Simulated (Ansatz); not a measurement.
Species: SbH5, charge 0, multiplicity 1. 
Coordinates optimised at B3LYP-D3(BJ)/def2-TZVP (Ansatz, a quantum-chemistry and plane-wave program):
```xyz
6

Sb     0.0000     0.0000     0.0000
H     -0.0107     0.0040     1.7743
H      0.0107    -0.0040    -1.7743
H      1.7149    -0.0292     0.0104
H     -0.8322     1.4998    -0.0084
H     -0.8827    -1.4706    -0.0020
```
Charge 0, spin multiplicity 1.

Parts of the frozen-core correlation energy in def2-SVP (Ansatz, hartree). Frozen orbitals: 9; correlated occupied orbitals by spin: 5 and 5; virtual: 37 and 37. Spin-orbit coupling is left out. Past Kr the def2 sets carry scalar-relativistic core potentials.

```csv
term,value
reference (HF),-242.01108
MP2 opposite-spin,(withheld)
MP2 same-spin,(withheld)
CCSD correlation,(withheld)
(T),-0.00352
CCSDT minus CCSD(T),-0.00087
T1 diagnostic,0.011
largest doubles amplitude,0.060
```

Fill in the missing entries.


- MP2 opposite-spin, value: -0.12320
- MP2 same-spin, value: -0.01457
- CCSD correlation, value: -0.17434
